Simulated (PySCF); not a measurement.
## Electron correlation in Cl²⁺ (chlorine, charge +2)

[Ne] 3s2 3p3, high-spin 4S determinant. Computed with PySCF 2.14 in ANO-RCC-VTZP (5s4p2d1f, 34 functions), with the spin-free X2C one-electron Hamiltonian (Gaussian nucleus). Frozen: [Ne]; 5 electrons correlated.

```tsv
level	correlation energy (mhartree)
CCSD	-115.96
(T)	-3.20
CCSD(T)	-119.16
CCSDT	-119.85
```

Diagnostics: T1 = 0.0027, D1 = 0.0073, largest double amplitude 0.058.

Cost of the coupled-cluster step: about 0.3 core-seconds, for 5 correlated electrons.
